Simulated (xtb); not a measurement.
Cl6OSi2, charge -1, doublet, geometry from GFN2-xTB (a state made from the parent by changing its charge; the spin is typed, not shown lowest), atoms displaced at random by about 0.02 Å a coordinate; GFN1-xTB (xtb).

Input for xtb:
```
$ xtb mol.xyz --gfn 1 --chrg -1 --uhf 1 --opt --json

# file mol.xyz
9

Cl     2.19887848    -0.81771997    -1.75988887
Si     1.69504592     0.65130706    -0.12776164
Cl     2.10301206    -0.60538365     1.42813985
Cl     1.29647024     2.44056761     1.10791208
O      0.05412676     0.41811237    -0.41295280
Si    -1.35398791    -0.27195634    -0.18499868
Cl    -2.66648805     0.60472346    -1.48939840
Cl    -2.01425405     0.06590241     1.66740323
Cl    -1.31080404    -2.23230538    -0.48019722
```

What the program printed (banner, timings and long lists left out):

```
   ID    Z sym.   atoms
    1   17 Cl     1, 3, 4, 7-9
    2   14 Si     2, 6
    3    8 O      5

           -------------------------------------------------
          |                Calculation Setup                |
           -------------------------------------------------

           -------------------------------------------------
          |                 G F N 1 - x T B                 |
           -------------------------------------------------

          ...................................................
          :                      SETUP                      :
          :.................................................:
          :  # basis functions                  84          :
          :  # atomic orbitals                  76          :
          :  # shells                           26          :
          :  # electrons                        57          :
          :  # halogen bonds                     6          :
          :  max. iterations                   250          :
          :  Hamiltonian                  GFN1-xTB          :
          :  restarted?                      false          :
          :  GBSA solvation                  false          :
          :  PC potential                    false          :
          :  electronic temp.          300.0000000     K    :
          :  accuracy                    1.0000000          :
          :  -> integral cutoff          0.2500000E+02      :
          :  -> integral neglect         0.1000000E-07      :
          :  -> SCF convergence          0.1000000E-05 Eh   :
          :  -> wf. convergence          0.2000000E-04 e    :
          :  Broyden damping             0.4000000          :
          :  net charge                         -1          :
          :  unpaired electrons                  1          :
          ...................................................

 iter      E             dE          RMSdq      gap      omega  full diag
   1    -34.7080413 -0.347080E+02  0.796E+00    4.14       0.0  T
   2    -34.7223491 -0.143078E-01  0.472E+00    3.87       1.0  T
   3    -34.7177831  0.456592E-02  0.758E-01    3.84       1.0  T
   4    -34.7239998 -0.621665E-02  0.134E-01    3.53       1.0  T
   5    -34.7241041 -0.104370E-03  0.825E-02    3.62       1.0  T
   6    -34.7241554 -0.512693E-04  0.341E-02    3.62       1.0  T
   7    -34.7241608 -0.539171E-05  0.341E-03    3.62       9.8  T
   8    -34.7241608  0.301211E-07  0.223E-03    3.62      14.9  T
[...]
 * total energy  :   -34.6431988 Eh     change       -0.1204298E-02 Eh
 * total energy  :   -34.6437795 Eh     change       -0.5807120E-03 Eh
 * total energy  :   -34.6446936 Eh     change       -0.9141011E-03 Eh
 * total energy  :   -34.6452287 Eh     change       -0.5351263E-03 Eh
 * total energy  :   -34.6457638 Eh     change       -0.5350113E-03 Eh
 * total energy  :   -34.6462583 Eh     change       -0.4945629E-03 Eh
 * total energy  :   -34.6465423 Eh     change       -0.2839924E-03 Eh
 * total energy  :   -34.6466432 Eh     change       -0.1009125E-03 Eh
 * total energy  :   -34.6466858 Eh     change       -0.4257414E-04 Eh
 * total energy  :   -34.6467098 Eh     change       -0.2396858E-04 Eh
 * total energy  :   -34.6467197 Eh     change       -0.9959824E-05 Eh
 * total energy  :   -34.6467217 Eh     change       -0.1970806E-05 Eh
   *** GEOMETRY OPTIMIZATION CONVERGED AFTER 14 ITERATIONS ***
         :: total energy             -34.646721695119 Eh    ::
[...]
        40                          0.0769495               2.0939
       ...                                ...                  ...
        76                          1.5096640              41.0800
      -------------------------------------------------------------
                  HL-Gap            0.1275840 Eh            3.4717 eV
             Fermi-level           -0.1619364 Eh           -4.4065 eV

  Mulliken/CM5 charges         n(s)   n(p)   n(d)
     1Cl   -0.42678 -0.40212   1.931  5.493  0.003
     2Si    0.43674  0.35149   1.213  1.390  0.961
     3Cl   -0.23349 -0.19213   1.902  5.334 -0.002
     4Cl   -0.42646 -0.40175   1.931  5.492  0.003
     5O    -0.35231 -0.36297   1.619  4.733  0.000
     6Si    0.50090  0.36991   0.896  1.348  1.255
     7Cl   -0.17347 -0.12835   1.894  5.291 -0.011
     8Cl   -0.16249 -0.11696   1.893  5.281 -0.011
     9Cl   -0.16263 -0.11711   1.893  5.281 -0.011

Wiberg/Mayer (AO) data.
largest (>0.10) Wiberg bond orders for each atom

 ---------------------------------------------------------------------------
     #   Z sym  total        # sym  WBO       # sym  WBO       # sym  WBO
 ---------------------------------------------------------------------------
     1  17 Cl   0.970 --     2 Si   0.902
     2  14 Si   4.090 --     3 Cl   1.201     5 O    1.005     4 Cl   0.903
                             1 Cl   0.902
     3  17 Cl   1.270 --     2 Si   1.201
     4  17 Cl   0.970 --     2 Si   0.903
     5   8 O    2.563 --     6 Si   1.454     2 Si   1.005
     6  14 Si   5.263 --     5 O    1.454     8 Cl   1.251     9 Cl   1.251
                             7 Cl   1.236
     7  17 Cl   1.329 --     6 Si   1.236
     8  17 Cl   1.346 --     6 Si   1.251
     9  17 Cl   1.345 --     6 Si   1.251
 ---------------------------------------------------------------------------

Topologies differ in total number of bonds
Writing topology from bond orders to xtbtopo.mol

 dipole moment from electron density (au)
     X       Y       Z
  -2.3580  -0.7482   0.0368  total (Debye):    6.289

optimized geometry written to: xtbopt.xyz

           -------------------------------------------------
          | TOTAL ENERGY              -34.646721695119 Eh   |
          | GRADIENT NORM               0.000272671972 Eh/α |
          | HOMO-LUMO GAP               3.471738559355 eV   |
           -------------------------------------------------

normal termination of xtb
```
